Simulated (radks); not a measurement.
Values are calculated unless marked as measured or tabulated.
Effect of the nuclear size on neutral dysprosium, [Xe] 4f10 6s2. Code: a radial shooting solver on a logarithmic mesh with Libxc functionals. Model: Dirac Kohn-Sham, exchange-only LDA, spin-unpolarised, spherical densities, finite nucleus; open shells are shared between the two j in proportion to 2j + 1; Fermi nuclear charge, rms radius 5.2218 fm. The rms radius is varied about that value; shifts are against it.

| rms radius (fm) | total energy shift (eV) | density at nucleus (e/bohr^3) | 1s1/2 shift (meV) | 2s1/2 shift (meV) | 5s1/2 shift (meV) | 5p1/2 shift (meV) | 6s1/2 shift (meV) | 4f7/2 shift (meV) | 6p1/2 (empty) shift (meV) |
|---|---|---|---|---|---|---|---|---|---|
| 4.5116 | -6.63 | 7.671e+05 | -2730 | -357 | -2.71 | 0.301 | -0.101 | 0.495 | 0.085 |
| 4.731 | -4.66 | 7.573e+05 | -1910 | -251 | -1.90 | 0.211 | -0.071 | 0.348 | 0.060 |
| 5.2218 | 0 | 7.373e+05 | 0.000 | 0.000 | 0.000 | 0.000 | 0.000 | 0.000 | 0.000 |
| 5.4098 | 1.87 | 7.302e+05 | 770 | 101 | 0.764 | -0.085 | 0.029 | -0.140 | -0.024 |
| 6.287 | 11.2 | 7.01e+05 | 4620 | 605 | 4.59 | -0.510 | 0.172 | -0.839 | -0.144 |

Slopes of the eigenvalues against <r^2> in GHz/fm^2, as finite differences over the two radii next to the reference (eigenvalue slopes, not the field-shift constants of lines): 1s1/2 94300, 2s1/2 12400, 5s1/2 93.6, 5p1/2 -10.4, 6s1/2 3.50, 4f7/2 -17.1, 6p1/2 (empty) -2.95.
